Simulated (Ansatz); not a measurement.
C3, singlet, geometry from GFN2-xTB. Base run: Ansatz (a program for electronic structure) with BLYP/6-31G.

Geometry (Å):
```xyz
3

C     -1.2863     0.0592     0.0152
C      0.0006     0.0096     0.0081
C      1.2857    -0.0688    -0.0233
```
Charge 0, spin multiplicity 1.
All else is at Ansatz's defaults.
Base energy -113.99157 Eh.

The base run was repeated with changes; each row names its change, and settings that it needs were set with it.

```tsv
change	ΔE vs base (mEh)
base	0.000
point_charge = charge:-1.0 position_ang:-2.0317, 1.3934, 3.5094	-4.863
lower_state_search = light	0.000
point_charge = charge:1.0 position_ang:3.2686, 1.0004, -2.5885	-7.202
final_grid = 6, 12, 29	0.005
nuclear_model = gaussian	0.010
final_grid = 14, 28, 59	0.000
fitting.mean_field = cc-pVTZ-JKFIT	-0.025
accuracy = high	0.001
final_grid = 10, 20, 41	0.000
forces = on	0.000
```
